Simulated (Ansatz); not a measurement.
[GeH5]- (GeH5⁻). The state is a singlet with charge -1. Geometry PBE0-D4/def2-TZVPD, basis def2-TZVPD, Ansatz.

```
run  HOMO (eV)  LUMO (eV)
  A      -2.16       5.82
  B      -0.80       4.76
  C       0.29       4.01
  D       0.64       4.37
  E      -2.35       6.12
  F       1.01       4.18
```

LC-ωPBE has ω = 0.4 bohr⁻¹. B3LYP takes the VWN-RPA correlation.

Question: The runs used B3LYP, BHLYP, HF, LC-ωPBE, r2SCAN, r2SCANh. Estimate which is which.

Answer: A LC-ωPBE (range-separated); B BHLYP (50 % exact exchange); C B3LYP (20 % exact exchange); D r2SCANh (10 % exact exchange); E HF (100 % exact exchange); F r2SCAN (0 % exact exchange). Exact exchange lowers occupied and raises empty levels; among semilocal functionals meta-GGAs tend to open the gap a little, and such runs are hard to tell apart. The gap grows from 3.17 eV (r2SCAN) to 8.46 eV (HF). At B3LYP-D4/def2-TZVPD, r2SCANh-D4/def2-TZVPD, r2SCAN-D4/def2-TZVPD the highest occupied level of the charge -1 singlet lies above zero (up to 1.01 eV). By energy differences its removal costs 1.64 eV (vertical, to the charge 0 doublet, at r2SCAN-D4/def2-TZVPD); a positive level beside a positive removal energy at the same level points to self-interaction error.
